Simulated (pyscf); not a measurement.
# `[CH3][CH2][C]=[O]`, doublet

Gas-phase minimum from PySCF at ωB97X-D3(BJ)/def2-SVP, one conformer. Other isomers of H₃C–CH₂–C•=O were not searched in full and may lie lower. 

```
C
H 1 1.1031
H 1 1.1031 2 105.30
C 1 1.5181 2 106.33 3 -112.56
O 4 1.1818 1 127.75 2 -124.17
C 1 1.5280 2 112.32 3 122.53
H 6 1.1004 1 110.86 2 -179.51
H 6 1.1004 7 107.62 1 121.40
H 6 1.1007 7 108.36 8 116.98
```
Charge 0, spin multiplicity 2.

Properties at ωB97X-D3(BJ)/def2-SVP:

* **Harmonic wavenumbers, unscaled**: 109, 245, 246, 637, 732, 850, 997, 1038, 1104, 1264, 1328, 1405, 1435, 1475, 1481, 2001, 3077, 3093, 3140, 3175, 3179 cm⁻¹
* **Zero-point energy**: 45.8 kcal/mol
* **Rotational symmetry number**: 1
* **Entropy of this conformer at 298 K and 1 atm, rigid rotor and harmonic oscillator, modes under 100 cm⁻¹ raised to 100**: 298.7 J/(mol K)
* **Dipole moment**: 2.48 D
* **Spin expectation value S2**: 0.753

Single-point totals, which compare only within one level (frozen core for MP2 and CC):

```csv
level,total energy (hartree)
ωB97X-D3(BJ)/def2-TZVP,-192.64245
PBE/def2-TZVP,-192.33249
r²SCAN/def2-TZVP,-192.46114
B3LYP-D3(BJ)/def2-TZVP,-192.58598
PBE0-D3(BJ)/def2-TZVP,-192.34852
M06-2X/def2-TZVP,-192.47884
ωB97M-D3(BJ)/def2-TZVP,-192.61754
UHF/def2-TZVPP,-191.41089
MP2/def2-TZVPP,-192.12020
CCSD/def2-TZVPP,-192.14914
CCSD(T)/def2-TZVPP,-192.18083
```

Soft torsions are taken as harmonic, which can shift the entropy by several J/(mol K). The CCSD(T) − MP2 part came from Ansatz, without density fitting, on the same reference.
